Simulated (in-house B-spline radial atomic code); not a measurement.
Te2+: [He] 2s1 2p6 3s2 (3p1/2)1 (3p3/2)4 3d10 4s2 4p6 4d10 5s2 5p4 (with a hole in an inner shell)

Level of theory: Dirac-Kohn-Sham LDA VWN5, spherical fractional occupations, Fermi nucleus of rms radius 4.7423 fm; calculated with an all-electron radial atomic-structure program (B-spline basis).

Effective charges: Z_r = [3n² - l(l+1)]/(2<r>) from the radius, Z_e = n√(-2ε) from the energy, and Slater's rules. Values are occupation-weighted means over j. An effective charge above Z reflects the relativistic contraction of the inner shells.

| shell | electrons | ε (eV) | <r> (bohr) | Z_r | Z_e | Slater |
| --- | --- | --- | --- | --- | --- | --- |
| 1s | 2 | -31831 | 0.02782 | 53.92 | 48.37 | 51.70 |
| 2s | 1 | -5023.2 | 0.1189 | 50.47 | 38.43 | 48.20 |
| 2p | 6 | -4548.8 | 0.1038 | 48.15 | 36.57 | 48.20 |
| 3s | 2 | -1060.2 | 0.3165 | 42.66 | 26.48 | 41.95 |
| 3p | 5 | -895.86 | 0.3142 | 39.78 | 24.34 | 41.95 |
| 3d | 10 | -664.58 | 0.2864 | 36.66 | 20.97 | 32.85 |
| 4s | 2 | -209.66 | 0.7351 | 32.65 | 15.70 | 26.10 |
| 4p | 6 | -158.4 | 0.7795 | 29.51 | 13.65 | 26.10 |
| 4d | 10 | -81.692 | 0.879 | 23.89 | 9.80 | 14.85 |
| 5s | 2 | -38.575 | 1.819 | 20.62 | 8.42 | 8.95 |
| 5p | 4 | -26.612 | 2.111 | 17.29 | 6.99 | 8.95 |

The least bound orbital is 5p3/2 at -26.14 eV, and it is also the most diffuse (<r> = 2.136 bohr). The part-filled 2s shell lies below the filled 5s shell in orbital energy.

For the 1s electron the small component carries 3.66 % of the norm, the zero-frequency Breit interaction raises the level by 74.38 eV, self-energy by 43.84 eV, and vacuum polarisation lowers it by 5.955 eV.
